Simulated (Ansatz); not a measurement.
V2S3 (the lowest singlet isomer of a short search), 5 atoms. Hardware: 4 threads of Arm Neoverse V2 on a shared host.

Correlated methods freeze 25 core orbitals; core or outer-core shells of V are correlated, in sets that lack core-valence functions.

Problem. How many basis functions does each of these Ansatz runs have, and roughly what does it cost? B3LYP-D4/def2-TZVP, charge 0 singlet, energy, from earlier orbitals; PBE-D4/def2-TZVP, charge 0 singlet, energy and forces, from earlier orbitals; r2SCAN-D4/def2-TZVP, charge 0 singlet, energy, from earlier orbitals; PBE-D4/def2-SVP, charge 0 singlet, energy, from earlier orbitals; CCSD(T)/def2-TZVP, charge 0 singlet, energy, from earlier orbitals; PBE0-D4/def2-TZVP, charge 0 singlet, energy, from earlier orbitals; PBE-D4/def2-SVP, charge 0 singlet, relaxation, 23 steps; CAM-B3LYP-D4/def2-TZVP, charge 0 singlet, energy, from earlier orbitals; RPA@PBE/def2-TZVP, charge 0 singlet, energy, from earlier orbitals; r2SCANh-D4/def2-TZVP, charge 0 singlet, energy, from earlier orbitals; PBE0-D4/def2-SVP, charge 0 singlet, energy, from earlier orbitals.

Solution. Other jobs shared the machine, so times can vary by a factor of up to 3. A dash marks memory too small to be measured apart from the calling script's.

```
                                                                         run  functions  fitting or Cholesky vectors  wall time  peak host memory (GiB)
            PBE-D4/def2-SVP, charge 0 singlet, energy, from earlier orbitals        116                         1379        2 s                       –
           PBE0-D4/def2-SVP, charge 0 singlet, energy, from earlier orbitals        116                         1174      2.6 s                       –
PBE-D4/def2-TZVP, charge 0 singlet, energy and forces, from earlier orbitals        201                         1651      3.5 s                       –
         B3LYP-D4/def2-TZVP, charge 0 singlet, energy, from earlier orbitals        201                         1767      6.5 s                    0.82
        r2SCAN-D4/def2-TZVP, charge 0 singlet, energy, from earlier orbitals        201                         1651        8 s                       –
          PBE0-D4/def2-TZVP, charge 0 singlet, energy, from earlier orbitals        201                         1827      9.5 s                    0.84
       r2SCANh-D4/def2-TZVP, charge 0 singlet, energy, from earlier orbitals        201                         1669       10 s                    0.83
     CAM-B3LYP-D4/def2-TZVP, charge 0 singlet, energy, from earlier orbitals        201                         1737       17 s                     1.2
          RPA@PBE/def2-TZVP, charge 0 singlet, energy, from earlier orbitals        201                         1429       23 s                       1
                     PBE-D4/def2-SVP, charge 0 singlet, relaxation, 23 steps        116                         1379       38 s                       –
          CCSD(T)/def2-TZVP, charge 0 singlet, energy, from earlier orbitals        201                         1429    5.2 min                     2.8
```
